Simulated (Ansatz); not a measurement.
Ansatz (a program for electronic structure) input (MP2/cc-pCVQZ): A basis named .json is the Basis Set Exchange file of that set (core-valence sets with the plain set on hydrogen).

Ansatz 0.2 input:
```yaml
crystal:
  periodic: [false, false, false]
  atoms:
    - {symbol: S, position_ang: [0.00000000, 0.00000000, 0.00000000]}
basis:
  gaussian:
    orbitals: cc-pCVQZ.json
magnetization: {spin_polarized: true, initial_magnetization: 2}
correlation: {method: mp2, electrons: outside_noble_gas}
scf: {lower_state_search: full}
```

Output:

```
Functional definition: HF
integrals: 0.06 GiB planned
696 factors; integrals over basis functions are off by at most 1.1e-4 eV
mean field: 0.23 GiB planned
mean field evaluation 1: about -10816.5852 eV, gradient 5.8e0 eV
mean field evaluation 2: about -10816.5852 eV, gradient 5.8e0 eV
mean field evaluation 4: about -10816.8659 eV, gradient 7.2e-1 eV
mean field evaluation 8: about -10816.8726 eV, gradient 2.6e-6 eV
mean field evaluation 16: about -10816.8681 eV, gradient 8.7e-1 eV
mean field evaluation 32: about -10816.8722 eV, gradient 2.1e-1 eV
mean field -10816.87263334 eV, -397.5127373355 hartree, gradient 2.6e-6 eV, S^2 2.013188; 5 other end points of the search recorded, 0 dependent functions left out
5 core orbitals not correlated
reference -10816.87263334 eV, -397.5127373355 hartree; 4, 2 occupied and 100, 102 virtual orbitals, 696 factors
second order -3.49705001 eV of doubles, -0.00000000 eV of singles
Total energy: -10820.36968334 eV, -397.6412515529 hartree
```
